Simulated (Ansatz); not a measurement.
Program: Ansatz. Geometries: PBE0-D4/def2-TZVP. ΔE: electronic, gas phase. CCSD(T)/CBS adds triple-zeta CCSD(T) − MP2 to the extrapolated MP2 energy (def2 sets, frozen cores). Functionals use def2-TZVPP. B3LYP here is the variant with VWN-RPA as its local correlation; programs differ in this. Elements past krypton have def2 core potentials. For Y outer-core shells are correlated without core-valence functions, which leaves a few kJ/mol of doubt a bond. One conformer a species, not always the lowest.

Consider the redistribution: `C[O][Y]([CH3])[F]` + `OB(Cl)O[SiH3]` → `[CH3][Y]([F])[Cl]` + `COB(O)O[SiH3]`.

```json
{"level": "B3LYP-D4", "ΔE (kJ/mol)": "-81.5"}
{"level": "r2SCAN", "ΔE (kJ/mol)": "-85.0"}
{"level": "MP2/def2-TZVPP", "ΔE (kJ/mol)": "-77.1"}
{"level": "HF/def2-QZVPP", "ΔE (kJ/mol)": "-108.7"}
```

(1) What does CCSD(T)/CBS give? (Best estimate.)

Largest T1 diagnostic among the species: 0.014.

Answers

(1) The calculation gave: -85.6 kJ/mol. The listed levels differ from it by 4.1, 0.6, 8.5, -23.1 kJ/mol.

In def2-TZVPP, CCSD(T) changes the Hartree–Fock value by +26.5 kJ/mol (the triples alone add +3.8 kJ/mol) and MP2 by +32.2 kJ/mol. From PBE to PBE0 (25 % exact exchange), in def2-TZVPP and without D4, ΔE moves by −11.3 kJ/mol.
